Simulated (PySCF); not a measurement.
1-chloro-2-fluorocyclobutene (C4H4ClF), SMILES FC1=C(Cl)CC1. Coordinates come from a PBE-D3(BJ)/def2-SVP optimisation.

### Question
Give the equilibrium geometry at PBE-D3(BJ)/def2-SVP (PySCF confirms it by a frequency run) as a Z-matrix, and its point group. (Estimate from the structure and the level; the computed values follow.)

### Answer
point group Cs.
```
C
H 1 1.1094
H 1 1.1094 2 109.60
C 1 1.5162 2 115.30 3 132.06
C 4 1.3536 1 93.11 2 115.34
F 5 1.3273 4 134.55 1 180.00
C 5 1.5057 6 130.20 4 180.00
H 7 1.1101 5 115.79 6 64.97
H 7 1.1101 8 109.35 5 132.98
Cl 4 1.7154 5 135.35 6 0.00
```
